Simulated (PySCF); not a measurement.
A small calculation by hand: chemical shift, span and skew from a shielding tensor

CH10FNSi3, SMILES C[SiH2][Si@@H](N)[SiH2]F. Atoms are numbered in the order given.

```xyz
16

C      2.9760     0.9412     0.0055
Si     1.7775     0.0206     1.1523
Si    -0.0445    -0.8252    -0.0771
N     -1.0438    -1.8163     0.9746
Si    -1.3720     0.9820    -0.7741
F     -2.7301     0.4334    -1.5391
H      3.3497     0.2676    -0.7914
H      3.8473     1.3277     0.5712
H      2.4719     1.8007    -0.4808
H      2.4815    -1.1264     1.8380
H      1.2682     0.9423     2.2318
H      0.5207    -1.4870    -1.3258
H     -1.9404    -2.1395     0.5981
H     -0.5871    -2.5846     1.4752
H     -1.8204     1.8120     0.3994
H     -0.6231     1.8709    -1.7344
```

Coordinates come from a PBE-D3(BJ)/def2-SVP optimisation. The structure was generated by enumeration; whether it is a known compound was not checked. One conformer was computed; it need not be the lowest.

GIAO shieldings from KT2/pcSseg-1 in PySCF, non-relativistic, no solvent. The symmetric part of the tensor of N4 has the principal values 230.9, 256.9, 303.6 ppm. The same nucleus in NH3 has σ = 266.2 ppm at this level (PySCF, at its B3LYP-D3(BJ)/def2-TZVP geometry).

Q: Work out the isotropic shielding, the ¹⁵N shift against NH3, the span and the skew.

A: 
σ(iso) = (σ11 + σ22 + σ33)/3 = 263.8 ppm. δ = σ(ref) − σ(iso) = 266.2 − (263.8) = 2.4 ppm.
Span Ω = σ33 − σ11 = 72.7 ppm. Skew κ = 3(σ(iso) − σ22)/Ω = 0.28. Tumbling in solution averages the tensor to δ; in a static solid the shielding alone would spread this spin-1/2 line over Ω.
